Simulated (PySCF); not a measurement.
Electronic structure of He⁺ (helium, charge +1) at the UHF level

Configuration: 1s1, 2S determinant. Calculation: PySCF 2.14, in def2-SVP; the non-relativistic Hamiltonian (point nucleus).

- Total energy: -1.993623 hartree
- One-electron energy: -1.9936 hartree
- Hartree (Coulomb) energy: 0.6227 hartree
- Exchange energy: -0.6227 hartree
- Kinetic energy: 2.01477 hartree
- ⟨S²⟩: 0.7500
- ⟨L²⟩: 0.000
- Sum of ⟨r⟩: 0.7585 bohr
- Sum of ⟨r²⟩: 0.7834 bohr²
- Density at the nucleus (Gaussians lack the cusp): 2.19 bohr⁻³
- Spin density at the nucleus: 2.19 bohr⁻³
- Langevin diamagnetic susceptibility: -0.621 ×10⁻⁶ cm³/mol
- Time after the integrals: 0.01 s of wall time on 1 thread of AMD EPYC 9R45 96-Core Processor (shared host)

```
shell  electrons  mean orbital energy (hartree)  rms radius, mean of both spins (bohr)
 1s α          1                       -1.99362                                  0.885
```
